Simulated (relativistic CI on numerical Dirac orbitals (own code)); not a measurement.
# Radial parameters of La XIX

Calculated at this level of theory: Dirac-Coulomb-Breit CI, separate exchange-only KLI orbitals for each configuration, model QED (radiative potential, 1s self-energy scaled to tabulated hydrogen-like ionisation energies), unscaled Slater integrals (own radial code, finite nucleus).

Slater integrals F^k, G^k are unscaled and averaged over j, outside the closed core [Ar] 3d10; ζ comes from projecting the Hamiltonian with its Breit term on Σ l·s of the shell.

- 4s²4p⁶4d³: F^2(4d,4d) = 150880, F^4(4d,4d) = 102340, ζ(4d) = 12212 cm⁻¹; <r>(4d) = 0.6721, <r^2>(4d) = 0.5159 (bohr units).
- 4s²4p⁵4d⁴: ζ(4p) = 107200, F^2(4d,4d) = 150900, F^4(4d,4d) = 102350, F^2(4p,4d) = 154940, G^1(4p,4d) = 195460, G^3(4p,4d) = 124040, ζ(4d) = 12169 cm⁻¹; <r>(4p) = 0.6436, <r^2>(4p) = 0.4679, <r>(4d) = 0.6719, <r^2>(4d) = 0.5156 (bohr units).
- 4s²4p⁶4d²4f: F^2(4d,4d) = 150850, F^4(4d,4d) = 102300, ζ(4d) = 12232, F^2(4d,4f) = 147530, F^4(4d,4f) = 96839, G^1(4d,4f) = 166340, G^3(4d,4f) = 110290, G^5(4d,4f) = 79786, ζ(4f) = 1184.1 cm⁻¹; <r>(4d) = 0.6723, <r^2>(4d) = 0.5162, <r>(4f) = 0.6863, <r^2>(4f) = 0.5398 (bohr units).

Give the Racah parameters of the d shell in 4s²4p⁶4d³.

B = F²/49 − 5F⁴/441 = 1919 cm⁻¹ and C = 35F⁴/441 = 8122 cm⁻¹.

Averages of the first 10 configurations, taken without configuration mixing, which lowers the lowest level and can move excited configurations by several eV; other configurations of the list can lie among them:

```tsv
Configuration	Parity	States	Average energy above the lowest level (eV)
4s²4p⁶4d³	even	120	10.0
4s²4p⁵4d⁴	odd	1260	117.7
4s²4p⁶4d²4f	odd	630	126.7
4s4p⁶4d⁴	even	420	196.2
4s²4p⁶4d²5s	even	90	161.3
4s4p⁶4d³4f	odd	3360	311.5
4s²4p⁶4d²5p	odd	270	190.3
4s²4p⁶4d4f5s	odd	280	278.7
4s²4p⁶4d²5d	even	450	233.5
4s²4p⁶4d5s5p	odd	120	345.7
```
